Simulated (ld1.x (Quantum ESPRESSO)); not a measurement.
# Ranking TM potentials for sulfur (S)

All share these settings but for the change named:

* Element: sulfur (S)
* Generator: ld1.x (Quantum ESPRESSO) 7.5
* Type: norm-conserving Troullier–Martins (Kleinman–Bylander form)
* Functional: PBE
* Relativity: non-relativistic
* Frozen core: [Ne]
* Valence charge: 6
* Reference configuration: 3s2 3p3 (charge +1)
* Partial waves: 3p (bound): rc 1.45 bohr; 3d channel at 0.1 Ry: rc 1.10 bohr; 3s (bound): rc 1.20 bohr
* Local potential: the s channel
* Core correction: Bessel-smoothed model core inside 0.90 bohr

Cutoff: the first of the cutoffs (Ry, on a coarse ladder) from which the occupation-weighted sum of valence levels, in a spherical-Bessel basis at the reference potential, stays within 10 and 1 mRy of its value at 400 Ry; the density cutoff is not measured.

The base gives 50 Ry.

Of 11 variants that were run, those that failed, showed a ghost or another fault, or gave nearly equal values are left out.

A variant can come out equal or close to the base.

Problem. Rank these variants from softest to hardest (loose cutoff).
A. all radii but the core radius scaled by about 1.15 (s 1.38, p 1.66, d 1.26 bohr)
B. wave 3s (bound): rc 1.20 bohr becomes 3s (bound): rc 1.78 bohr
C. wave 3d channel at 0.1 Ry: rc 1.10 bohr becomes 3d channel at 4.62 Ry: rc 1.10 bohr

Solution. B (30 Ry), A (40 Ry), C (50 Ry).
